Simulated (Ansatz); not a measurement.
Gas-phase electronic energies from Ansatz, PBE0-D4/def2-TZVP geometries. CCSD(T)/CBS is the MP2 limit (def2-TZVPP, def2-QZVPP) plus CCSD(T) − MP2 in def2-TZVPP, frozen cores. This one scheme is used for every species. DFT in def2-TZVPP. def2 core potentials past Kr. For Br, Sn outer-core shells are correlated without core-valence functions, which leaves a few kJ/mol of doubt a bond. Scalar relativity is left out up to krypton. One conformer a species, not always the lowest.

Consider the formal exchange of groups at the Sn–O bond: `C[O][Sn][Br]` + `FCCCl` → `[F][Sn][Br]` + `COCCCl`.

**Question.** Is it downhill or uphill in electronic energy at CCSD(T)/CBS, and by how much? (An estimate is asked.)

**Answer.** Ansatz gave: Downhill: ΔE = -37.5 kJ/mol.

**Question.** What do these levels give: PBE-D4, r2SCAN-D4, PBE0-D4, ωB97X-V, PBE0, MP2/def2-TZVPP, SCS-MP2/def2-TZVPP, CCSD/def2-TZVPP, CCSD(T)/def2-TZVPP, HF/def2-QZVPP, MP2/def2-QZVPP, HF/CBS(def2)? (Best estimate.)

**Answer.** Computed: PBE-D4 -37.4, r2SCAN-D4 -38.3, PBE0-D4 -38.7, ωB97X-V -40.8, PBE0 -39.4, MP2/def2-TZVPP -35.5, SCS-MP2/def2-TZVPP -35.7, CCSD/def2-TZVPP -36.5, CCSD(T)/def2-TZVPP -35.3, HF/def2-QZVPP -41.4, MP2/def2-QZVPP -37.6, HF/CBS(def2) -41.7 kJ/mol.

Largest T1 diagnostic among the species: 0.015.

In def2-TZVPP, CCSD(T) changes the Hartree–Fock value by +3.7 kJ/mol (the triples alone add +1.2 kJ/mol) and MP2 by +3.5 kJ/mol.
